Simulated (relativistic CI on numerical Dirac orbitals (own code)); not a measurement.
Ta²⁺: L2,3 absorption edge

Computed with this model: Dirac-Coulomb-Breit CI, KLI orbitals optimised for each configuration, QED by a radiative potential, multiplet model of core-to-valence dipole absorption, unscaled Slater integrals; configurations [Xe] 4f14 5d3 → [He] 2s2 2p5 3s2 3p6 3d10 4s2 4p6 4d10 4f14 5s2 5p6 5d4; 300 K; Lorentzian 7.5 eV and Gaussian 1 eV FWHM. Energies are those of the free ion, without screening or charge transfer. The branching ratio is the share of the lower-energy edge in the whole absorption, uncertain by about 0.02 where the edges overlap. S is read from ⟨S²⟩ = S(S + 1).

Field parameters in Wybourne normalisation: Oh B⁴₀ = 21Dq, B⁴₄ = √(5/14) B⁴₀. The field is a parameter set, without covalency.

free ion: ground-state S = 1.47, centroid 10096.99 eV, branching ratio 0.826. Peaks (eV, height): 9878.0 (100), 11135.0 (20).

Oh, 10Dq = 21900 cm⁻¹: ground-state S = 1.49, centroid 10219.07 eV, branching ratio 0.729. Peaks (eV, height): 9878.5 (100), 11135.0 (37).

The statistical ratio of this edge is 2/3 = 0.667. Values above it arise where the holes sit mainly in the j = l + 1/2 valence subshell or the ground state has high spin; values below it where core-valence Coulomb terms move weight to the upper edge, as in nearly empty shells. At deep edges of heavy elements the radial integrals of the two core levels differ, which raises the baseline.

Strongest unbroadened transitions for free ion:

| Energy (eV) | Relative strength |
| --- | --- |
| 9876.66 | 9.0 |
| 9876.68 | 8.8 |
| 9876.93 | 23.6 |
| 9877.04 | 37.7 |
| 9877.16 | 5.2 |
| 9877.30 | 28.1 |
| 9877.59 | 4.8 |
| 9878.52 | 100.0 |
| 9878.80 | 7.6 |
| 9878.85 | 26.9 |
| 9878.86 | 15.1 |
| 9878.88 | 7.6 |
| 9878.95 | 31.5 |
| 9879.58 | 3.5 |
| 11133.31 | 20.9 |
| 11135.11 | 7.3 |
| 11135.58 | 13.7 |
| 11135.76 | 10.1 |
